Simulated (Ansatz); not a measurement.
One change: `C=CS[Si](F)(F)F` becomes `C=CO[Si](F)(F)F`.

Ansatz, PBE0-D4/def2-TZVP geometries, multiplicity 1. Each molecule was computed in one conformer, which needn't be the lowest.

```
                               property  `C=CS[Si](F)(F)F`
  HOMO–LUMO gap (B3LYP/def2-TZVPP) / eV               6.50
  LUMO energy (ωB97M-V/def2-TZVPP) / eV               1.12
    HOMO–LUMO gap (PBE/def2-TZVPP) / eV               4.71
     HOMO energy (PBE0/def2-TZVPP) / eV              -7.99
HOMO–LUMO gap (ωB97M-V/def2-TZVPP) / eV              11.31
      HOMO energy (PBE/def2-TZVPP) / eV              -6.72
```

**Question.** Give the same properties after the change, and the shifts. (Estimate.)

**Answer.** The calculation gave: 
```
                               property  `C=CO[Si](F)(F)F`  shift
  HOMO–LUMO gap (B3LYP/def2-TZVPP) / eV               7.20   0.70
  LUMO energy (ωB97M-V/def2-TZVPP) / eV               2.10   0.98
    HOMO–LUMO gap (PBE/def2-TZVPP) / eV               5.43   0.72
     HOMO energy (PBE0/def2-TZVPP) / eV              -7.72   0.27
HOMO–LUMO gap (ωB97M-V/def2-TZVPP) / eV              12.09   0.78
      HOMO energy (PBE/def2-TZVPP) / eV              -6.49   0.23
```

With PBE0 the HOMO rises by 0.27 eV and the LUMO rises by 1.00 eV, so the gap widens by about 0.73 eV. PBE moves the HOMO by 0.23 eV and ωB97M-V by 0.18 eV.

B3LYP here is the variant with VWN-RPA as its local correlation; programs differ in this.
